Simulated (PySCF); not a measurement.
SMILES [Si](O)(O)(O)CCB(O)O (GFN2-xTB optimised geometry):

```
18

Si    -1.667     1.463    -0.098
O     -3.220     1.444    -0.587
O     -0.935     2.554    -1.075
O     -1.653     1.894     1.469
C     -0.804    -0.226    -0.163
C      0.721    -0.130     0.000
B      1.484    -1.539     0.000
O      0.849    -2.742    -0.003
O      2.835    -1.539     0.000
H     -3.404     1.501    -1.520
H     -0.010     2.742    -0.947
H     -2.292     2.525     1.790
H     -1.206    -0.859     0.629
H     -1.028    -0.724    -1.109
H      0.941     0.392     0.933
H      1.130     0.494    -0.796
H     -0.107    -2.698    -0.003
H      3.220    -2.416     0.008
```

Computed with CAM-B3LYP/def2-SVP (PySCF).

Problem. What are the frontier orbital energies and the dipole moment?

Solution. HOMO-2 -10.40 eV, HOMO-1 -10.23 eV, HOMO -9.15 eV, LUMO 1.96 eV, LUMO+1 2.69 eV; dipole moment 0.94 D.

On the same geometry PySCF with PBE/def2-SVP gives HOMO-2 -7.16 eV, HOMO-1 -6.91 eV, HOMO -6.29 eV, LUMO 0.21 eV, LUMO+1 0.69 eV; dipole moment 0.88 D.

Meta-Löwdin charges at CAM-B3LYP/def2-SVP: Si1 1.41, O2 -0.72, O3 -0.72, O4 -0.72, C5 -0.44, C6 -0.29, B7 0.43, O8 -0.50, O9 -0.49, H10 0.33, H11 0.33, H12 0.33, H13 0.09, H14 0.09, H15 0.11, H16 0.09, H17 0.33, H18 0.33.
